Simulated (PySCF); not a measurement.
Compound: C₇H₇N.
Structure used (PBE0-D3(BJ)/def2-SVP), in Å, numbered top down from 1:
```
atom  x, y, z in Å
C1     1.438    2.310   -0.110
C2     0.923    1.640    0.923
C3     0.168    0.362    0.840
C4     0.540   -0.620   -0.232
C5    -0.754   -1.366   -0.328
C6    -1.298   -2.090    0.807
N7    -1.736   -2.663    1.713
C8    -0.714    0.129   -0.352
H9     1.342    1.956   -1.142
H10    1.980    3.247    0.039
H11    1.050    2.042    1.933
H12   -0.166   -0.040    1.807
H13    1.434   -0.688   -0.849
H14   -0.956   -1.857   -1.287
H15   -1.098    0.832   -1.090
```

Level: PBE0/pcSseg-1 and PBE0/def2-SVPD in PySCF, non-relativistic, on one gas-phase PBE0-D3(BJ)/def2-SVP geometry that isn't relaxed in the solvent. The solvent is an IEF-PCM continuum (Bondi radii, 1.10 Å for H, scaled by 1.2). Only the electrostatic response of the medium enters.

Gas phase at PBE0/pcSseg-1: HOMO -7.70 eV, LUMO -0.50 eV, dipole 4.68 D.

Question: What does the continuum do to the energy, the frontier levels and the dipole at PBE0/pcSseg-1 in chloroform and tetrahydrofuran?

Answer: 
```json
{"solvent": "chloroform", "ε": "4.711", "E(solvent) − E(gas) (kcal/mol)": "-5.42", "polarisation term (kcal/mol)": "-6.25", "distortion of the solute (kcal/mol)": "0.83", "HOMO (eV)": "-7.49", "LUMO (eV)": "-0.27", "dipole (D)": "5.63"}
{"solvent": "tetrahydrofuran", "ε": "7.426", "E(solvent) − E(gas) (kcal/mol)": "-6.23", "polarisation term (kcal/mol)": "-7.33", "distortion of the solute (kcal/mol)": "1.10", "HOMO (eV)": "-7.46", "LUMO (eV)": "-0.25", "dipole (D)": "5.77"}
```

Polarisation term: ½ Σ q·V over the induced surface charges. Distortion: the rise of the solute's own energy as its density leaves the gas-phase optimum. From chloroform to tetrahydrofuran the lowering changes by a factor 1.15, Onsager's factor (ε − 1)/(2ε + 1) by 1.14 and ε itself by 1.6.

Question: Which radius a makes the point-dipole formula ΔE = −[(ε − 1)/(2ε + 1)]·μ²/a³ give the value in tetrahydrofuran, with the gas-phase dipole?

Answer: μ = 1.841 au and |ΔE| = 0.00993 Eh give a = 2.74 Å; the farthest nucleus lies 3.76 Å from the centroid of the nuclei, so such a sphere wouldn't even hold the nuclei. The formula assumes a rigid point dipole at the centre of a sphere.

Question: Give the dipole vector in the frame of the coordinates (D, pointing from negative to positive charge), gas and tetrahydrofuran.

Answer: Gas (1.96, 2.73, -3.25), solvent (2.36, 3.26, -4.14). Its length changes by +23 % and its direction by 2°.

Question: Which Hirshfeld charges (PBE0/pcSseg-1) respond most in chloroform (means over atoms taken as equivalent)?

Answer: 
| atoms | environment | gas (e) | solvent (e) | change |
| --- | --- | --- | --- | --- |
| N7 | nitrile nitrogen | -0.227 | -0.272 | -0.045 |
| H14 | methine hydrogen | +0.070 | +0.081 | +0.011 |
| C6 | nitrile carbon | +0.079 | +0.089 | +0.010 |
| H13/H15 | methine hydrogen | +0.069 | +0.076 | +0.007 |
| H9 | vinylic hydrogen | +0.043 | +0.048 | +0.005 |
| C2 | alkene CH carbon | -0.034 | -0.038 | -0.004 |
| C4/C8 | sp3 carbon at a ring junction | -0.040 | -0.037 | +0.003 |
| C3 | allylic carbon | -0.026 | -0.029 | -0.003 |
| H11 | vinylic hydrogen | +0.054 | +0.056 | +0.002 |
| H10 | vinylic hydrogen | +0.051 | +0.054 | +0.003 |
| C5 | sp3 carbon next to a nitrile | -0.012 | -0.010 | +0.002 |
| C1 | terminal =CH2 carbon | -0.099 | -0.101 | -0.002 |

Question: How do the nuclear quadrupole coupling constants eQVzz/h respond in chloroform?

Answer: 
```
  nucleus  Q (barn)  gas (MHz)  solvent (MHz)  η gas  η solvent
14N at N7   0.02044      -4.50          -4.21   0.14       0.15
```

Gas phase at PBE0/def2-SVPD: HOMO -7.70 eV, LUMO -0.55 eV, dipole 4.64 D.

Question: What does the continuum do to the energy, the frontier levels and the dipole at PBE0/def2-SVPD in chloroform?

Answer: 
```csv
solvent,ε,E(solvent) − E(gas) (kcal/mol),polarisation term (kcal/mol),distortion of the solute (kcal/mol),HOMO (eV),LUMO (eV),dipole (D)
chloroform,4.711,-5.47,-6.35,0.88,-7.48,-0.32,5.62
```

Question: How does the static polarisability (PBE0/def2-SVPD, frozen core, with the continuum's full static response) change?

Answer: 
| medium | isotropic (au) | principal values (au) | ⟨r²⟩ of the electrons (bohr²) |
| --- | --- | --- | --- |
| gas | 81.0 | 60.3, 73.8, 108.9 | 1064.6 |
| chloroform | 100.2 | 75.6, 91.8, 133.2 | 1065.7 |

The isotropic value in chloroform is 1.24 times the gas-phase one; no cavity-field correction is applied. ⟨r²⟩ is taken about the centre of nuclear charge.
